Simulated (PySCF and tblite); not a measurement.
Results of a calculation; reference values are marked as such.
C₆H₉ClS, numbered as in [CH3:1][C@@H:2]1[CH2:3][C@H:4]([Cl:5])[CH2:6][C:7]1=[S:8].

Free energies: PBE0-D3(BJ)/def2-SVP (IEF-PCM, acetone) on GFN2-xTB structures plus GFN2-xTB thermal terms, symmetry and mirror images included. Conformers within 2.5 kcal/mol (GFN2-xTB free energy) were kept, 4 at most. Run with PySCF (density fitting) and tblite.

The 5-ring runs over atoms 2–3–4–6–7.

```
conformer                                               shape  symmetry
        1  5-ring twist (ring torsions 38, -31, 12, 11, -30°)        C1
        2  5-ring twist (ring torsions -31, 26, -11, -8, 24°)        C1
```

Question: Which of these conformers is the most populated at 298.15 K, and with what share?

Answer: Conformer 1, about 77 %.

Question: Give the DFT energies and free energies relative to the lowest, and all weights.

Answer: 
```
conformer                                               shape  E(DFT) kcal/mol  G(298.15 K) kcal/mol  weight %
        1  5-ring twist (ring torsions 38, -31, 12, 11, -30°)             0.00                  0.00      77.5
        2  5-ring twist (ring torsions -31, 26, -11, -8, 24°)             0.42                  0.73      22.5
```

Question: How does its share change from 250 K to 350 K?

Answer: From 80 % to 75 %; the mixing entropy goes from 0.99 to 1.11 cal/(mol K).
